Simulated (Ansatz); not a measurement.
Program: Ansatz 0.2.0.

`OC(F)(Cl)[TeH]`. Charge 0, multiplicity 1. Te takes the def2 core potential. Geometry: relaxed with PBE0-D4/def2-TZVP. It is one conformer, not always the lowest.

```xyz
7

O     1.488    0.036    0.412
C     0.191   -0.317    0.231
F     0.059   -1.102   -0.871
Cl   -0.289   -1.270    1.634
Te   -1.064    1.463   -0.066
H     1.764    0.566   -0.348
H    -2.149    0.623   -0.991
```

Task: What is the dipole moment at ωB97M-V/def2-TZVPP? (An estimate is asked.)

Result: The calculation gave: 2.05 D, with components (0.03, 1.74, -1.08) D in this frame, pointing from negative to positive charge.

Task: And with PBE, r2SCAN, B3LYP? (Estimate.)

Result: The calculation gave: PBE 1.81 D, r2SCAN 1.90 D, B3LYP 1.99 D.

Task: Give the Mulliken charges with ωB97M-V, PBE, B3LYP in def2-TZVPP. (Best estimate.)

Result: The calculation gave: 
| atom | ωB97M-V | PBE | B3LYP |
| --- | --- | --- | --- |
| O1 | -0.24 | -0.21 | -0.25 |
| C2 | 0.18 | 0.18 | 0.24 |
| F3 | -0.16 | -0.12 | -0.17 |
| Cl4 | -0.04 | -0.07 | -0.08 |
| Te5 | 0.04 | 0.02 | 0.06 |
| H6 | 0.20 | 0.21 | 0.21 |
| H7 | 0.02 | 0.00 | -0.01 |

B3LYP here is the variant with VWN-RPA as its local correlation; programs differ in this.
